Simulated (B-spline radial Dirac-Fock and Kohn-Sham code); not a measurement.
The computed values come from a radial finite-basis atomic code: the Dirac equation of a negative muon with reduced mass in the field of a spherical finite nucleus, with the Uehling potential to all orders; nuclear polarisation, deformation, hyperfine structure, self-energy, higher-order vacuum polarisation, relativistic recoil and electron screening are left out. The nuclear charge is a Fermi distribution (skin thickness 2.3 fm).

Q: A muonic atom of atomic mass 185.96 u emits these computed lines: 2p3/2 → 1s1/2 5628 keV, 3d5/2 → 2p3/2 2235 keV, 4f7/2 → 3d5/2 826.0 keV, 5g9/2 → 4f7/2 379.9 keV. Which element is it, and what rms charge radius was used?

A: Iridium (Z = 77, nuclide ¹⁸⁶Ir); the high transitions hardly feel the nucleus and fix Z. The 2p → 1s line lies 8365 keV below the value for a point nucleus without QED, which for this nuclear model gives a radius near 5.39 fm (5.39 fm was used).
